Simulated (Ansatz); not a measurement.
Mulliken charges of Cl2Se (`Cl[Se]Cl`) from ωB97M-V/def2-TZVPP in Ansatz (PBE0-D4/def2-TZVP geometry).

```csv
atom,x (Å),y (Å),z (Å),charge (e)
Cl1,0.927,1.298,0.651,-0.144
Se2,-0.734,0.389,-0.359,0.289
Cl3,-0.193,-1.687,-0.292,-0.144
```

**Question.** By hand: the dipole of these point charges (1 e Å = 4.8032 D).

**Answer.** Σ q r = (-0.318, 0.168, -0.155) e Å, of length 0.392 e Å = 1.88 D.

**Question.** How does the dipole of the full density compare? (Best estimate.)

**Answer.** Computed: (-0.179, 0.095, -0.088) e Å, 1.06 D; the point charges give 1.77 times that, at 0° from its direction.

Point charges leave out the atoms' own dipoles, such as those of lone pairs, and Mulliken's split depends on the basis, so the two needn't agree.
